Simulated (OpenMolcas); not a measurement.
**O2+: Slater's ratio, worked from levels**

```
Program             : OpenMolcas
Basis               : ANO-RCC-VQZP [5s4p3d2f1g]
Scalar Hamiltonian  : DKH2, point nucleus
Active space        : 2 electrons in 3 orbitals (2p)
State averaging     : 2S+1 = 3 even, 3 roots; 2S+1 = 1 even, 6 roots
Spin-orbit coupling : state interaction with AMFI integrals over the reference wave functions, term energies averaged over their components
```

Methods: CASSCF; SS-CASPT2, IPEA 0.25 Eh, imaginary shift 0.1 Eh (closed shells correlated: 1s 2s).

**Slater's ratio.** With one set of orbitals, p2 has ¹D - ³P = 6 F2 and ¹S - ¹D = 9 F2 (F2 = F²/25), a ratio of 3/2. Term energies are centres of gravity, weighted by 2J + 1.

```
   Source  ¹D - ³P  ¹S - ³P  F2 from the first  Ratio
   CASSCF    22631    56109               3772  1.479
SS-CASPT2    20254    46166               3376  1.279
```

Energies in cm-1. A ratio away from 3/2 shows effects beyond one configuration with one set of orbitals, and in heavier atoms second-order spin-orbit shifts.

Term energies are means over components that CASPT2 splits; among the terms shown or strongly mixed into the levels shown the widest spread is 89 cm-1 (2s² 2p² ¹D, SS-CASPT2). With the s shell closed, the reference lacks s² → p² mixing. Only configurations of the active space appear.
